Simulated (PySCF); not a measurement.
Numbering as in the mapped SMILES `[CH2:1]=[C:2]([CH3:3])/[CH:4]=[N:5]/[SiH2:6][C:7](=[CH2:8])[CH3:9]` (H(Xn): hydrogen on atom n). Ha(C1) is cis to C3; Ha(C8) is cis to Si6; Hb(C1) is trans to C3; Hb(C8) is trans to Si6.

- GIAO PBE0/pcSseg-1 shieldings
- geometry: PBE0-D3(BJ)/def2-SVP
- code: PySCF 2.14
- one computed conformer, non-relativistic, no solvent, averaged over atoms made equivalent by symmetry, fast rotation or ring inversion

Shifts are taken against calculated references (same method and geometry level): ¹³C, ¹H, ²⁹Si against TMS; ¹⁵N vs NH3.

```
 atoms  nucleus  count  δ (ppm)
Ha(C8)       ¹H      1     6.00
    N5      ¹⁵N      1    379.8
 H(C4)       ¹H      1     8.60
Hb(C8)       ¹H      1        ?
   Si6     ²⁹Si      1        ?
Hb(C1)       ¹H      1     5.78
    C7      ¹³C      1    148.6
    C4      ¹³C      1    183.2
    C3      ¹³C      1     19.2
    C9      ¹³C      1     24.2
    C8      ¹³C      1    138.6
H(Si6)       ¹H      2     5.01
Ha(C1)       ¹H      1        ?
 H(C9)       ¹H      3        ?
 H(C3)       ¹H      3        ?
    C2      ¹³C      1    156.1
    C1      ¹³C      1    137.4
```

Question: Complete the table.

Answer: 
- Ha(C1): 6.26 ppm, hydrogen on a terminal =CH2 carbon; olefinic region
- Hb(C8): 6.10 ppm, hydrogen on a terminal =CH2 carbon; attached to an sp2 carbon and in the plane of the double bond
- H(C3): 1.99 ppm, hydrogen on an allylic methyl carbon; allylic position
- H(C9): 1.99 ppm, hydrogen on an allylic methyl carbon; allylic position
- Si6: -28.6 ppm, silicon bonded to C, N, 2 H

Shifts are as computed. Against solution values, carbons near 30 ppm lie about +2 ppm off and those near 130 ppm about +5 ppm. Of 1309 compounds with measured shifts, 239 miss one by over three times the rms of a fit or turn the order of signals round; such compounds aren't used in these exercises. Experimental scales use liquid or dissolved standards, which lie at an offset from isolated NH3 (liquid NH3: subtract about 20 ppm). Unscaled 15N shifts of sp2 nitrogen come out 20 to 40 ppm too high even then.
